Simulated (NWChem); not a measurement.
System: BH$_{2}$OBr; SMILES OBBr

NWChem input:

```
start job
memory heap 200 mb stack 900 mb global 1100 mb
geometry units angstroms noautosym nocenter noautoz
  B     -0.574275     1.095668     0.000000
  H     -1.759314     1.289799     0.000000
  Br     0.078299    -0.720051     0.000000
  O      0.269350     2.131727     0.000000
  H      1.200799     1.878180     0.000000
end
basis spherical bse
  B library x2c-svpall-s
  H library x2c-svpall-s
  Br library x2c-svpall-s
  O library x2c-svpall-s
end
relativistic
  zora on
  zora:cutoff 1d-30
end
dft
  xc xpbe96 cpbe96
  grid fine
  iterations 150
end
property
  shielding 4 1 2 3 4
end
task dft property
```

Structure relaxed at the PBE0/def2-SVP level.

GIAO values for the isolated, static molecule; σ is the absolute isotropic shielding, δ = σ(reference) − σ with the isolated reference molecule computed at the same levels (11B: boron trifluoride, 1H: tetramethylsilane, 17O: water). Spin-orbit effects, on the heavy nuclei and on their neighbours, are missing.

Atoms are numbered as in the input.

Give the results of this calculation. (PBE/x2c-SVPall-s, scalar ZORA without spin-orbit coupling, GIAO.) Quantities: δ B1 (ppm); δ H2 (ppm); σ Br3 (ppm); δ O4 (ppm).


```yaml
"δ B1 (ppm)": 32.5
"δ H2 (ppm)": 5.36
"σ Br3 (ppm)": 2193.3
"δ O4 (ppm)": 226.0
```
